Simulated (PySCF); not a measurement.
## How methods differ on the ionisation energy of Rh

Rh [Kr] 4d8 5s1 (4F) → Rh⁺ [Kr] 4d8 (3F), as a difference of total energies. All numbers are calculated (PySCF 2.14, scalar relativity by spin-free X2C-1e, in aug-cc-pwCVTZ-DK with one added diffuse shell each of s, p, d, f, g type (12s11p9d5f4g, 161 functions)). Correlated levels: valence: [Kr] frozen. The calculations carry no spin-orbit coupling.

Question: Order these methods by the ionisation energy they give, lowest first.
A. SCS-MP2 (valence)
B. CCSD (valence)
C. UHF
D. CCSD(T) (valence)

Answer: C (6.312 eV), A (7.079 eV), B (7.221 eV), D (7.321 eV).

For comparison: 7.479 eV (measured; NIST levels, between the centres of gravity of the two terms).
